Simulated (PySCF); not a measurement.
Cl3In, charge -1, multiplicity 2. Atoms are numbered in the order given.

```xyz
4

In     0.0000     0.0000    -0.4299
Cl    -2.0629     1.1910     0.4131
Cl     0.0000    -2.3821     0.4131
Cl     2.0629     1.1910     0.4131
```
Charge -1, spin multiplicity 2.

The structure is a stationary point at PBE-D3(BJ)/def2-SVPD. The def2 effective core potentials stand for the cores of In; spin–orbit coupling is left out.

Computed with PBE/def2-TZVPD in PySCF.

Mulliken values depend strongly on the basis, most of all with diffuse functions as here. ESP charges are fitted to the potential on shells at 1.4 to 2.0 van der Waals radii. Atomic charges (e):

```json
[
 {"atom": "In1", "Mulliken": "0.66", "ESP fit": "___", "Mulliken spin": "0.67"},
 {"atom": "Cl2", "Mulliken": "-0.55", "ESP fit": "___", "Mulliken spin": "0.11"},
 {"atom": "Cl3", "Mulliken": "-0.55", "ESP fit": "___", "Mulliken spin": "0.11"},
 {"atom": "Cl4", "Mulliken": "-0.55", "ESP fit": "___", "Mulliken spin": "0.11"}
]
```

### Question
Some entries are withheld; supply them. (An estimate is asked for; the answer gives what the named calculation found.)

### Answer

- In1, ESP fit: 0.27
- Cl2, ESP fit: -0.42
- Cl3, ESP fit: -0.42
- Cl4, ESP fit: -0.42
